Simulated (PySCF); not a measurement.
Compound: C5H9NSSi.
Numbering: `[CH3:1][c:2]1[s:3][cH:4][cH:5][c:6]1[NH:7][SiH3:8]`

Structure used (GFN2-xTB), in Å, numbered top down from 1:
```
atom  x, y, z in Å
C1    -2.338   -0.697    0.851
C2    -1.362    0.359    0.451
S3    -1.875    2.000    0.208
C4    -0.277    2.485   -0.195
C5     0.597    1.453   -0.145
C6    -0.017    0.225    0.226
N7     0.670   -0.968    0.346
Si8    2.356   -1.244    0.100
H9    -2.057   -1.147    1.805
H10   -3.329   -0.264    0.957
H11   -2.388   -1.489    0.102
H12   -0.087    3.510   -0.446
H13    1.646    1.540   -0.363
H14    0.072   -1.732    0.618
H15    2.734   -0.914   -1.278
H16    2.498   -2.672    0.373
H17    3.150   -0.433    1.029
```

NICS = −σ at a ghost point: NICS(0) at the centroid of the ring atoms, NICS(1) 1 Å to either side along the normal of their mean plane, zz for the tensor component along that normal. Level: GIAO PBE0/pcSseg-1 (PySCF, non-relativistic, gas phase) on the GFN2-xTB geometry, one conformer.

Ring bond lengths (Å), with Mayer bond orders in brackets: C2–S3 1.736 (1.14), S3–C4 1.718 (1.18), C4–C5 1.354 (1.60), C5–C6 1.422 (1.24), C6–C2 1.370 (1.49).

Question: Give the NICS values of each ring in ppm.

Answer: 
```
          ring                                               type  NICS(0)  NICS(1), two faces  NICS(1)zz, two faces  rms pucker (Å)  centre to ring atoms, mean (Å)
C2–S3–C4–C5–C6  5-membered ring with S; formal bonds all aromatic    -12.8       -10.5 / -10.5         -23.1 / -23.1            0.00                            1.29
```

Question: What can be read from them?

Answer: 
- C2–S3–C4–C5–C6: mean NICS(1)zz -23.1 ppm, shielded. The ring is flat and has no four-coordinate atom; by the NICS criterion it is aromatic.

Question: How equal are the bonds by HOMA? HOMA = 1 − mean of α(R − Ropt)² over the ring bonds, with Krygowski's 1993 parameters (CC: Ropt 1.388 Å, α 257.7 Å⁻²; CS: Ropt 1.677 Å, α 94.09 Å⁻²).

Answer: 
- C2–S3–C4–C5–C6: HOMA 0.77; the largest term is that of C2–S3, α(R − Ropt)² = 0.33. The geometric and the magnetic index point the same way.

The run took 34 s of wall time on one thread of an Arm Neoverse V1, no GPU, on a shared host, and the process peaked at 0.86 GiB of memory. This is the whole shielding run at PBE0/pcSseg-1, SCF included.
